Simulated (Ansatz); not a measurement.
`[CH3][GeH]([F])[Cl]` + `B[Se]C` → `B[Se]CC` + `[F][GeH2][Cl]`  (formal exchange of groups at a C–Ge bond)

Calculated with Ansatz (gas phase, PBE0-D4/def2-TZVP geometries, no zero-point term in ΔE). CBS: MP2 limit from def2 TZ/QZ plus the TZ coupled-cluster correction, frozen cores. Functionals use def2-TZVPP. B3LYP here is the variant with VWN-RPA as its local correlation; programs differ in this. For Ge, Se outer-core shells are correlated without core-valence functions, which leaves a few kJ/mol of doubt a bond. Scalar relativity is left out up to krypton. Each species was taken in one conformer, which may not be the lowest.

```
             level  ΔE (kcal/mol)  difference from CCSD(T)/CBS
          B3LYP-D4           11.0                         -0.3
           ωB97X-V           10.9                         -0.4
            B2PLYP           11.4                          0.1
            r2SCAN           11.6                          0.3
             B3LYP           11.3                          0.0
     HF/def2-TZVPP           10.7                         -0.6
    MP2/def2-TZVPP           11.6                          0.3
SCS-MP2/def2-TZVPP           11.0                         -0.3
CCSD(T)/def2-TZVPP           11.3                          0.0
     MP2/CBS(def2)           11.6                          0.3
       CCSD(T)/CBS           11.3                            0
```

Largest T1 diagnostic among the species: 0.013.
